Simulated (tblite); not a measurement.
C6H13As.
Geometry (GFN2-xTB, Å), atoms numbered from 1 in this order:
```
atom  x, y, z in Å
C1    -2.297    1.661   -0.442
As2   -1.080    0.229   -1.052
C3    -2.037   -1.255   -0.170
C4     0.287    0.511    0.369
C5     1.334   -0.569    0.370
C6     2.756   -0.243    0.715
C7     2.382   -0.566   -0.701
H8    -2.466    1.597    0.632
H9    -1.878    2.640   -0.672
H10   -3.257    1.579   -0.950
H11   -1.463   -2.177   -0.247
H12   -2.207   -1.033    0.883
H13   -2.999   -1.417   -0.652
H14   -0.211    0.559    1.343
H15    0.762    1.480    0.192
H16    0.968   -1.539    0.691
H17    3.335   -0.968    1.268
H18    3.000    0.781    0.955
H19    2.709   -1.506   -1.118
H20    2.358    0.246   -1.416
```

Calculated harmonic vibrations of the isolated species, GFN2-xTB (tblite), most abundant isotopes, no scaling. The method is semi-empirical: single wavenumbers can be off by several per cent or more. One conformer, not necessarily the lowest.

Harmonic wavenumbers (cm⁻¹): 34.9, 59.9, 114.5, 135.1, 159.0, 189.3, 224.5, 230.0, 315.1, 386.0, 570.6, 573.3, 616.2, 743.7, 762.0, 798.7, 801.6, 828.5, 850.9, 860.0, 873.0, 973.3, 1001.5, 1055.7, 1068.1, 1092.2, 1104.2, 1154.7, 1196.2, 1207.8, 1254.1, 1305.5, 1316.5, 1385.5, 1438.9, 1449.2, 1457.8, 1462.8, 1466.9, 1473.3, 1491.3, 2906.1, 2938.4, 2978.8, 2983.2, 2986.5, 2992.2, 2994.1, 2998.5, 3018.6, 3064.4, 3079.4, 3082.5, 3098.9.

A = 3733, B = 961.4, C = 913.7 MHz; mass 160.023 u (most abundant isotopes); point group C1, symmetry number 1.

Question: Zero-point energy?

Answer: ½Σν̃ = 37302 cm⁻¹ = 446.23 kJ/mol.

Question: What is S at 200 K and 1 bar for an ideal gas of classical rigid rotors and harmonic oscillators?

Answer: Translation 163.85, rotation 116.25, vibration 87.21: S = 367.3 J/(mol K).

Question: And Cp and H(200 K) − H(0)?

Answer: Cp = 119.02 J/(mol K), of which vibrations give 85.76 (their classical limit is 54 R = 449.0); H(200 K) − H(0) = 15.83 kJ/mol without the zero-point energy, 9.18 from vibrations.

Question: What must be added to the electronic energy to get the Gibbs energy at 200 K and 1 bar?

Answer: ZPE + [H(200 K) − H(0)] − T·S = 446.23 + 15.83 − 73.46 = 388.60 kJ/mol.

Question: Blend soft modes into free rotors: weight 1/[1 + (100 cm⁻¹/ν̃)⁴] for the oscillator and the rest for a rotor with moment μB/(μ + B), μ = h/(8π²ν), B = 10⁻⁴⁴ kg m². What vibrational entropy results?

Answer: 79.73 J/(mol K) in place of 87.21, which changes −T·S at 200 K by +1.50 kJ/mol.

Question: Which modes carry the vibrational entropy at 200 K?

Answer: 34.9 cm⁻¹: 19.83; 59.9 cm⁻¹: 15.38; 114.5 cm⁻¹: 10.16; 135.1 cm⁻¹: 8.87; 159.0 cm⁻¹: 7.64; 189.3 cm⁻¹: 6.36 J/(mol K); the other 48 give 18.98 together.

Question: How do the functions run with temperature in this model?

Answer: 
| T (K) | S (J/(mol K)) | Cp (J/(mol K)) | H − H(0) (kJ/mol) | G − H(0) (kJ/mol) | ln q(vib) |
| --- | --- | --- | --- | --- | --- |
| 100 | 298.8 | 82.8 | 5.74 | -24.14 | 2.11 |
| 300 | 423.3 | 160.9 | 29.78 | -97.21 | 7.66 |
| 500 | 524.9 | 239.9 | 70.23 | -192.21 | 12.88 |
| 800 | 656.1 | 317.9 | 154.89 | -369.97 | 20.39 |
| 1000 | 730.9 | 352.8 | 222.12 | -508.82 | 25.07 |

q(vib) and H(0) count from the zero-point level.

Hindered rotation and anharmonicity are outside this model. Other conformers, if any are populated, would add a mixing term that is left out. The structure is chiral; the term R ln 2 for an equal mix with its mirror image is left out.
